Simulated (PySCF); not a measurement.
## Spinor energies of Ce(34+) (cerium, charge +34)

Start: [Ar] 3d6; 3d3/2 filled at m_j = -3/2, -1/2, +1/2, +3/2; 3d5/2 filled at m_j = +3/2, +5/2. Calculated with PySCF 2.14 in an uncontracted even-tempered set (16 s from 6.2 bohr⁻², ratio 2.8; 12 p from 8.1 bohr⁻², ratio 2.8; 8 d from 8.1 bohr⁻², ratio 2.8; 3 f from 29 bohr⁻², ratio 3): generalised Hartree-Fock with the X2C-1e Hamiltonian and a Gaussian nucleus; one run each with spin-orbit coupling (SO) switched off, then screened by Boettger's factors.

| spinor shell | electrons | ε, spin-free (eV) | ε, screened SO (eV) | weight of nominal j (screened SO) | rms radius, screened SO (bohr) |
| --- | --- | --- | --- | --- | --- |
| 1s1/2 | 2 | -42193.8 | -42186.9 | 1.000 | 0.0280 |
| 2s1/2 | 2 | -8121.2 | -8118.4 | 1.000 | 0.113 |
| 2p1/2 | 2 | -7431.8 | -7751.9 | 1.000 | 0.0974 |
| 3s1/2 | 2 | -2799.5 | -2798.7 | 1.000 | 0.285 |
| 3p1/2 | 2 | -2572.4 | -2652.3 | 0.991 | 0.275 |
| 3p3/2 | 4 | -2572.4 | -2535.9 | 0.995 | 0.286 |
| 3d3/2 | 4 | -2300.0 | -2309.3 | 0.898 | 0.252 |
| 3d5/2 | 2 | -2300.0 | -2286.0 | 0.890 | 0.255 |

**Question.** Where does 2p3/2 lie, and what is the 2p spin-orbit splitting (screened SO)?

**Answer.** At -7288.2 eV, 463.66 eV above 2p1/2.

```json
{"quantity": "E (hartree)", "spin-free": "-8078.60107", "screened SO": "-8083.16092"}
{"quantity": "M_J", "spin-free": "4", "screened SO": "4"}
{"quantity": "⟨J²⟩", "spin-free": "20.000", "screened SO": "20.029"}
{"quantity": "⟨L²⟩", "spin-free": "6.000", "screened SO": "9.702"}
{"quantity": "⟨S²⟩", "spin-free": "6.000", "screened SO": "4.029"}
```

Each row is a mean over spinors that exchange with the open shell spreads, by up to 35.217 eV (3p3/2).

Rows whose weight is well below 1 are mixtures of j = l ± 1/2: exchange outweighs spin-orbit coupling there, and the label is only the starting occupation.

Breit and QED terms are absent; they matter most for the inner s and p1/2 levels.

Densities and radii are taken from the X2C orbitals without a picture-change correction, which distorts them close to the nucleus.

Without spin-orbit coupling the j labels of p, d and f shells carry no meaning; the spin-free column gives the mean over the occupied spinors of each nl shell.
